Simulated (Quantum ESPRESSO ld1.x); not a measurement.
The numbers below are computed, except where a source is named.
Q: Species: I XXVI. Configuration: [Ar] 3d10 (the NIST ground configuration). Code: ld1.x of Quantum ESPRESSO 7.5. Model: scalar-relativistic Kohn-Sham, LDA (Slater exchange, Perdew-Wang correlation), spin-polarised, spherical densities, point nucleus. Some entries of the table are withheld. Estimate them.

orbital,occ.,eigenvalue (hartree),<r> (bohr),<1/r> (bohr^-1)
1s,2,-1241.02,(1),56.79
2s,2,-216.473,0.1171,(2)
2p,6,-197.529,0.1023,12.48
3s,2,(3),(4),4.751
3p,6,-59.2143,(5),4.533
3d,10,-50.1396,0.2794,(6)

A: 
(1) 1s <r> (bohr): 0.02724
(2) 2s <1/r> (bohr^-1): 13.04
(3) 3s eigenvalue (hartree): -65.3761
(4) 3s <r> (bohr): 0.3092
(5) 3p <r> (bohr): 0.3056
(6) 3d <1/r> (bohr^-1): 4.310
